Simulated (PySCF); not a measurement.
PySCF input file for 3-phenylpyridine (C₁₁H₉N), SMILES c1c(-c2cccnc2)cccc1, SMD-PBE0/6-31G*. Geometry optimised at PBE0-D3(BJ)/def2-SVP. The values are those of a single conformer.

```python
import numpy as np
from pyscf import gto, scf, dft
from pyscf.solvent import smd

mol = gto.M(
    atom='''
    C     3.53005683    0.20890999    0.15519142
    C     2.91627241   -0.99721251   -0.18016100
    C     1.52828694   -1.08407054   -0.23901627
    C     0.72559180    0.03259648    0.03737061
    C    -0.74738009   -0.06037325   -0.02598541
    C    -1.43889837   -1.19928387    0.40472725
    C    -2.82617840   -1.22850543    0.32127130
    C    -3.48623045   -0.11092935   -0.18846542
    N    -2.84889807    0.97832040   -0.60896843
    C    -1.52412819    0.99563186   -0.53099240
    C     1.35599711    1.23958653    0.37451879
    C     2.74427667    1.32664682    0.43193293
    H     4.61939246    0.27747730    0.20097370
    H     3.52383787   -1.87667564   -0.40657977
    H     1.05722785   -2.02671380   -0.52806856
    H    -0.89023984   -2.04663444    0.82376441
    H    -3.39193316   -2.10012129    0.65719469
    H    -4.58000416   -0.09752812   -0.25908178
    H    -1.02632015    1.89591566   -0.91040309
    H     0.74847789    2.11406809    0.61875036
    H     3.21584997    2.27398945    0.70387835
    ''',
    basis='6-31G*',
    charge=0,
    spin=0,
    max_memory=1600,
    verbose=3,
)
mf = dft.RKS(mol, xc='pbe0').density_fit(auxbasis='def2-universal-jkfit')
mf.grids.level = 3
mf.conv_tol = 1e-9
mf.max_cycle = 100
mf.kernel()
res = {}
for name in ['water', 'acetonitrile', '2-propanol']:
    s = mf.SMD()
    s.with_solvent.solvent, s.with_solvent.sasa_ng = name, 194
    s.kernel(mf.make_rdm1())
    res[name] = (s.e_tot, s.with_solvent.get_cds(), s.dip_moment(), s.mo_energy, s.converged)
    print(f'SMD {name}: dG(solv) = {(s.e_tot - mf.e_tot) * 627.509474:.3f} kcal/mol, of which CDS {res[name][1] * 627.509474:.3f}')
```

Output:

```
converged SCF energy = -478.768135578692
converged SCF energy = -478.777018512393
Dipole moment(X, Y, Z, Debye):  1.79556, -2.34073,  1.12194
SMD water: dG(solv) = -5.574 kcal/mol, of which CDS 2.641
converged SCF energy = -478.78472871216
Dipole moment(X, Y, Z, Debye):  1.78725, -2.31817,  1.11308
SMD acetonitrile: dG(solv) = -10.412 kcal/mol, of which CDS -2.426
converged SCF energy = -478.782543921869
Dipole moment(X, Y, Z, Debye):  1.77441, -2.28437,  1.09972
SMD 2-propanol: dG(solv) = -9.041 kcal/mol, of which CDS -1.402
```

Self-consistency was reached.

Cost: very roughly 9 core-minutes.
